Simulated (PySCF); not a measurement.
## Gas-phase thermal properties of CuH

Method: PySCF energies (xtb for GFN2) plus ideal-gas RRHO corrections (1 bar). 6-31G* has spherical d functions here. All species are closed-shell singlets. B3LYP is the form with VWN-RPA correlation. Cu: all electrons, no relativistic terms. The harmonic model lacks anharmonicity and excited electronic states, which grow with temperature; levels with a mode under 35 cm⁻¹ are left out.

```csv
level,point group,σ,ZPE (kJ/mol),S°298 (J/mol/K),Cp298 (J/mol/K),S°1000 (J/mol/K),H1000 − H298 (kJ/mol)
B3LYP/6-31G*,C∞v,1,12.6,195.8,29.1,232.7,21.7
GFN2-xTB,C∞v,1,10.2,195.8,29.2,233.7,22.3
HF/6-31G*,C∞v,1,10.7,196.5,29.2,234.2,22.2
PBE/def2-SVP,C∞v,1,11.2,196.3,29.2,233.7,22.0
PBE0/def2-TZVP,C∞v,1,11.1,196.5,29.2,234.0,22.1
```
σ: rotational symmetry number. Electronic degeneracy used: 1. Frequencies are unscaled.
